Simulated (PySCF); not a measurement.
**How the method moves the HOMO and LUMO of `N#CCC#C[SiH2]F`**

C4H4FNSi.
Geometry (PBE0-D3(BJ)/def2-SVP, Å), atoms numbered from 1 in this order:
```xyz
11
C4H4FNSi angstrom
N      3.447   -1.255   -0.143
C      2.720   -0.384    0.077
C      1.801    0.720    0.359
C      0.399    0.344    0.221
C     -0.772    0.032    0.108
Si    -2.519   -0.475   -0.065
F     -3.467    0.791    0.295
H      2.039    1.556   -0.321
H      1.996    1.084    1.383
H     -2.787   -0.873   -1.470
H     -2.819   -1.567    0.894
```

Basis pcSseg-1 throughout (PySCF), one geometry. Isolated species at its PBE0-D3(BJ)/def2-SVP geometry, gas phase.

Problem. How do the orbital energies, the gap and the dipole change with the method?

Solution. 
| method | kind | HOMO (eV) | LUMO (eV) | gap (eV) | μ (D) | SCF cycles |
| --- | --- | --- | --- | --- | --- | --- |
| KT2 | GGA | -7.38 | -2.16 | 5.22 | 1.93 | 18 |
| BP86 | GGA | -7.48 | -2.17 | 5.30 | 2.02 | 17 |
| PBE0 | global hybrid | -8.62 | -1.18 | 7.44 | 1.97 | 15 |
| mPW1PW91 | global hybrid | -8.65 | -1.19 | 7.46 | 1.97 | 15 |
| BHandHLYP | global hybrid | -9.70 | -0.13 | 9.57 | 1.96 | 13 |
| CAM-B3LYP | range-separated hybrid | -9.94 | -0.03 | 9.90 | 1.98 | 13 |
| wB97X-D | range-separated hybrid | -10.49 | 0.61 | 11.10 | 1.98 | 14 |

The HOMO spans 3.12 eV, from KT2 down to wB97X-D, and the gap runs from 5.22 eV (KT2) to 11.10 eV (wB97X-D). Over the methods KT2 (0 %), BP86 (0 %), PBE0 (25 %), mPW1PW91 (25 %), BHandHLYP (50 %), a straight line through the gap against the share of exact exchange rises by 0.86 eV for each 10 % (correlation coefficient 1.000). The dipole ranges from 1.93 D (KT2) to 2.02 D (BP86). This basis has no diffuse functions.
